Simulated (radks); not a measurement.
Results of a calculation; reference values are marked as such.
Tb31+, 34 electrons, occupied as [Ar] 3d10 4s2 4p4 (the NIST ground configuration). Code: a radial shooting solver on a logarithmic mesh with Libxc functionals. Model: Dirac Kohn-Sham, PBE, spin-unpolarised, spherical densities, finite nucleus; open shells fill j = l - 1/2 first; Fermi nuclear charge, rms radius 5.06 fm.

X-ray form factor f0, the Fourier transform of the density (f0(0) = 34):

sin(theta)/lambda (1/angstrom)  f0 (electrons)
0.05                                    33.950
0.1                                     33.799
0.15                                    33.551
0.2                                     33.210
0.25                                    32.782
0.3                                     32.273
0.4                                     31.049
0.5                                     29.610
0.6                                     28.034
0.8                                     24.759
1                                       21.668
1.25                                    18.369
1.5                                     15.694
2                                       11.589
